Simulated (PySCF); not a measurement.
ethylmethylamine (C₃H₉N), singlet, geometry from GFN2-xTB; SA2-CASSCF(6,6)/STO-3G run with PySCF.

Here is a job for PySCF.
```python
from pyscf import gto, scf, mcscf
import numpy

mol = gto.M(
    atom='''
C    -1.873852   -0.084499    0.257477
C    -0.476944   -0.525002   -0.155554
N     0.482265    0.534729    0.093685
C     1.838225    0.165589   -0.249597
H    -2.132855    0.840785   -0.249683
H    -2.602713   -0.847502   -0.003048
H    -1.919139    0.086098    1.331324
H    -0.211718   -1.461788    0.370072
H    -0.457995   -0.733703   -1.230184
H     0.438470    0.802092    1.073568
H     2.503164    0.994260   -0.012894
H     1.886784   -0.023885   -1.322570
H     2.195580   -0.735988    0.273658
''',
    basis='sto-3g',
    charge=0,
    spin=0,
    verbose=4,
)

mf = scf.RHF(mol)
mf.kernel()
mc = mcscf.CASSCF(mf, 6, 6)
mc.fix_spin_(ss=0.0)
mc = mc.state_average_([0.5, 0.5])
mc.kernel()
```

Q: Write the output that PySCF gives for this input, abridged.

A: 
```
PySCF version 2.14.0

[INPUT] verbose = 4
[INPUT] num. atoms = 13
[INPUT] num. electrons = 34
[INPUT] charge = 0
[INPUT] spin (= nelec alpha-beta = 2S) = 0
[INPUT] symmetry False subgroup None
[INPUT] Mole.unit = angstrom
[INPUT] Symbol           X                Y                Z      unit          X                Y                Z       unit  Magmom
[INPUT]  1 C     -1.873852000000  -0.084499000000   0.257477000000 AA   -3.541067077968  -0.159679967800   0.486561013375 Bohr   0.0
[INPUT]  2 C     -0.476944000000  -0.525002000000  -0.155554000000 AA   -0.901293536755  -0.992109994849  -0.293954457581 Bohr   0.0
[INPUT]  3 N      0.482265000000   0.534729000000   0.093685000000 AA    0.911348769463   1.010491360863   0.177038991980 Bohr   0.0
[INPUT]  4 C      1.838225000000   0.165589000000  -0.249597000000 AA    3.473741805329   0.312917859241  -0.471669971513 Bohr   0.0
[INPUT]  5 H     -2.132855000000   0.840785000000  -0.249683000000 AA   -4.030511813409   1.588853379642  -0.471832487960 Bohr   0.0
[INPUT]  6 H     -2.602713000000  -0.847502000000  -0.003048000000 AA   -4.918414750845  -1.601546670021  -0.005759885228 Bohr   0.0
[INPUT]  7 H     -1.919139000000   0.086098000000   1.331324000000 AA   -3.626647104972   0.162701639873   2.515837743060 Bohr   0.0
[INPUT]  8 H     -0.211718000000  -1.461788000000   0.370072000000 AA   -0.400089035641  -2.762378972176   0.699334726370 Bohr   0.0
[INPUT]  9 H     -0.457995000000  -0.733703000000  -1.230184000000 AA   -0.865485116420  -1.386497726772  -2.324710842822 Bohr   0.0
[INPUT] 10 H      0.438470000000   0.802092000000   1.073568000000 AA    0.828588213838   1.515734206705   2.028749496097 Bohr   0.0
[INPUT] 11 H      2.503164000000   0.994260000000  -0.012894000000 AA    4.730294404871   1.878879096610  -0.024366128650 Bohr   0.0
[INPUT] 12 H      1.886784000000  -0.023885000000  -1.322570000000 AA    3.565505016211  -0.045136108485  -2.499295080566 Bohr   0.0
[INPUT] 13 H      2.195580000000  -0.735988000000   0.273658000000 AA    4.149044884573  -1.390815750966   0.517138671796 Bohr   0.0

nuclear repulsion = 133.656156343938
number of shells = 21
number of NR pGTOs = 87
number of NR cGTOs = 29
basis = sto-3g
ecp = {}

******** <class 'pyscf.scf.hf.RHF'> ********
method = RHF
initial guess = minao
damping factor = 0
level_shift factor = 0
DIIS = <class 'pyscf.scf.diis.CDIIS'>
diis_start_cycle = 1
diis_space = 8
diis_damp = 0
SCF conv_tol = 1e-09
SCF conv_tol_grad = None
SCF max_cycles = 50
direct_scf = True
direct_scf_tol = 1e-13
Set gradient conv threshold to 3.16228e-05
Initial guess from minao.
init E= -171.726331279209
  HOMO = -0.193099284882406  LUMO = 0.453748921134772  gap/eV = 17.60164
cycle= 1 E= -171.161125447338  delta_E= 0.565  |g|= 0.28  |ddm|= 4.08
  HOMO = -0.245125925492882  LUMO = 0.602298709264077  gap/eV = 23.05960
cycle= 2 E= -171.189446718939  delta_E= -0.0283  |g|= 0.0724  |ddm|= 0.458
  HOMO = -0.299852861043198  LUMO = 0.594134783610558  gap/eV = 24.32664
cycle= 3 E= -171.191340281612  delta_E= -0.00189  |g|= 0.0185  |ddm|= 0.123
  HOMO = -0.296496713811326  LUMO = 0.59541347136243  gap/eV = 24.27011
cycle= 4 E= -171.191518835303  delta_E= -0.000179  |g|= 0.00242  |ddm|= 0.0469
  HOMO = -0.296335543384867  LUMO = 0.595905635300402  gap/eV = 24.27912
cycle= 5 E= -171.191523225337  delta_E= -4.39e-06  |g|= 0.000505  |ddm|= 0.00874
  HOMO = -0.296619240021843  LUMO = 0.595700127416406  gap/eV = 24.28125
cycle= 6 E= -171.191523401043  delta_E= -1.76e-07  |g|= 7.59e-05  |ddm|= 0.00181
  HOMO = -0.296600439812466  LUMO = 0.595725040502107  gap/eV = 24.28141
cycle= 7 E= -171.191523405141  delta_E= -4.1e-09  |g|= 1.03e-05  |ddm|= 0.000284
  HOMO = -0.296599402311653  LUMO = 0.595724782318614  gap/eV = 24.28138
cycle= 8 E= -171.191523405202  delta_E= -6.08e-11  |g|= 2.37e-06  |ddm|= 2.46e-05
  HOMO = -0.296599353192787  LUMO = 0.595724495696965  gap/eV = 24.28137
Extra cycle  E= -171.191523405205  delta_E= -3.3e-12  |g|= 7.93e-07  |ddm|= 4.6e-06
converged SCF energy = -171.191523405205

******** <class 'pyscf.mcscf.addons.StateAverageCASSCF'> ********
CAS (3e+3e, 6o), ncore = 14, nvir = 9
max_cycle_macro = 50
max_cycle_micro = 4
conv_tol = 1e-07
conv_tol_grad = None
orbital rotation max_stepsize = 0.02
orbital rotation threshold for CI restart = 0.01
augmented hessian ah_max_cycle = 30
augmented hessian ah_conv_tol = 1e-12
augmented hessian ah_linear dependence = 1e-14
augmented hessian ah_level shift = 1e-08
augmented hessian ah_start_tol = 2.5
augmented hessian ah_start_cycle = 3
augmented hessian ah_grad_trust_region = 3
kf_trust_region = 3
kf_interval = 4
ci_response_space = 4
ci_grad_trust_region = 3
with_dep4 0
natorb = False
canonicalization = True
sorting_mo_energy = False
ao2mo_level = 2
internal_rotation = False
******** <class 'pyscf.mcscf.addons.StateAverageSpinPenaltyFCISolver'> ********
max. cycles = 50
conv_tol = 1e-08
davidson only = True
linear dependence = 1e-12
level shift = 0.001
max iter space = 12
nroots = 2
pspace_size = 400
spin = None
State-average over 2 states with weights [0.5, 0.5]
CASCI E = -170.907913168882  S^2 = 0.0000000
Set conv_tol_grad to 0.000316228
macro iter   1 ( 21 JK    4 micro), CASSCF E = -170.940775500895  dE = -3.28623320e-02  S^2 = 0.0000000
               |grad[o]|= 0.14  |ddm|=0.0423  |maxRot[o]|=0.244
macro iter   2 ( 21 JK    4 micro), CASSCF E = -170.951936367591  dE = -1.11608667e-02  S^2 = 0.0000000
               |grad[o]|=0.0471  |ddm|=0.0439  |maxRot[o]|=0.233
macro iter   3 ( 21 JK    4 micro), CASSCF E = -170.961477211736  dE = -9.54084414e-03  S^2 = 0.0000000
               |grad[o]|=0.0224  |ddm|=0.0441  |maxRot[o]|=0.215
macro iter   4 ( 21 JK    4 micro), CASSCF E = -170.967013432627  dE = -5.53622089e-03  S^2 = 0.0000000
               |grad[o]|=0.0131  |ddm|=0.0414  |maxRot[o]|=0.302
macro iter   5 ( 21 JK    4 micro), CASSCF E = -170.970725506557  dE = -3.71207393e-03  S^2 = 0.0000000
               |grad[o]|=0.0105  |ddm|=0.0575  |maxRot[o]|= 0.27
macro iter   6 ( 16 JK    4 micro), CASSCF E = -170.971087336528  dE = -3.61829970e-04  S^2 = 0.0000000
               |grad[o]|=0.0125  |ddm|=0.0372  |maxRot[o]|=0.0375
macro iter   7 ( 17 JK    4 micro), CASSCF E = -170.971482218772  dE = -3.94882245e-04  S^2 = 0.0000000
               |grad[o]|=0.00481  |ddm|=0.00663  |maxRot[o]|=0.0283
macro iter   8 ( 16 JK    4 micro), CASSCF E = -170.971762629502  dE = -2.80410730e-04  S^2 = 0.0000000
               |grad[o]|=0.00293  |ddm|=0.00434  |maxRot[o]|=0.042
macro iter   9 ( 14 JK    4 micro), CASSCF E = -170.971750459778  dE =  1.21697239e-05  S^2 = 0.0000000
               |grad[o]|=0.00192  |ddm|=0.00583  |maxRot[o]|=0.0197
macro iter  10 ( 16 JK    4 micro), CASSCF E = -170.971850363349  dE = -9.99035710e-05  S^2 = 0.0000000
               |grad[o]|=0.00219  |ddm|=0.00143  |maxRot[o]|=0.0247
macro iter  11 ( 13 JK    4 micro), CASSCF E = -170.971895387747  dE = -4.50243980e-05  S^2 = 0.0000000
               |grad[o]|=0.00129  |ddm|=0.00243  |maxRot[o]|=0.025
macro iter  12 ( 12 JK    4 micro), CASSCF E = -170.971918991713  dE = -2.36039662e-05  S^2 = 0.0000000
               |grad[o]|=0.00106  |ddm|=0.000775  |maxRot[o]|=0.0131
macro iter  13 (  3 JK    1 micro), CASSCF E = -170.971921395889  dE = -2.40417543e-06  S^2 = 0.0000000
               |grad[o]|=0.000266  |ddm|=0.000316  |maxRot[o]|=0.00398
macro iter  14 (  3 JK    1 micro), CASSCF E = -170.971922230182  dE = -8.34293445e-07  S^2 = 0.0000000
               |grad[o]|=0.000149  |ddm|=0.000284  |maxRot[o]|=0.00181
macro iter  15 (  3 JK    1 micro), CASSCF E = -170.971922710283  dE = -4.80101022e-07  S^2 = 0.0000000
               |grad[o]|=0.000136  |ddm|=0.000279  |maxRot[o]|=0.00133
macro iter  16 (  3 JK    1 micro), CASSCF E = -170.971922988983  dE = -2.78700043e-07  S^2 = 0.0000000
               |grad[o]|=0.000105  |ddm|=0.000245  |maxRot[o]|=0.000958
macro iter  17 (  3 JK    1 micro), CASSCF E = -170.971923149816  dE = -1.60832599e-07  S^2 = 0.0000000
               |grad[o]|=9.17e-05  |ddm|=0.000126  |maxRot[o]|=0.000739
macro iter  18 (  3 JK    1 micro), CASSCF E = -170.971923242288  dE = -9.24722485e-08  S^2 = 0.0000000
               |grad[o]|=6.52e-05  |ddm|=0.000107  |maxRot[o]|=0.000544
1-step CASSCF converged in  18 macro (227 JK  54 micro) steps
CASSCF canonicalization
Density matrix diagonal elements [1.9806762  1.97468149 1.49856391 0.48310645 0.04058179 0.02239017]
CASSCF energy = -170.971923242288
CASCI E = -170.971923242288  E(CI) = -9.07149630417177  S^2 = 0.0000000
CASCI state-averaged energy = -170.971923242288
CASCI energy for each state
  State 0 weight 0.5  E = -171.219255505393 S^2 = 0.0000000
  State 1 weight 0.5  E = -170.724590979183 S^2 = 0.0000000
```
